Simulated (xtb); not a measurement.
Cl5Sb, singlet, geometry from GFN2-xTB. Base run: GFN2-xTB in xtb 6.7.1.

xtb was given this input:
```
$ xtb mol.xyz --gfn 2 --json

# file mol.xyz
6

Sb    -0.00000000     0.00000000    -0.00000000
Cl     1.96949773    -0.36395964    -1.23270781
Cl     1.00843566    -1.01938883     1.91215478
Cl    -1.00843566     1.01938883    -1.91215478
Cl    -1.69224415    -1.63303023     0.02187406
Cl    -0.27725357     1.99698987     1.21083376
```

Variants of this job, named by their change:

```csv
change,ΔE vs base (mEh),HOMO-LUMO gap (eV),G_solv (kcal/mol),SCF cycles
base,0.000,3.30,-,13
alpb = dmso,-10.089,3.31,-6.34,13
alpb = acetone,-10.123,3.30,-6.36,13
gbsa = water,0.567,3.31,0.33,13
gbsa = methanol,(withheld),3.31,(withheld),13
acc = 0.0001,0.000,3.30,-,18
alpb = toluene,-9.362,3.30,-5.88,13
```

Complete the blanks.


- gbsa = methanol, ΔE vs base (mEh): -6.184
- gbsa = methanol, G_solv (kcal/mol): -3.91

ALPB and GBSA are two models with their own fitted parameters for each solvent, which aren't always the measured dielectric constant.
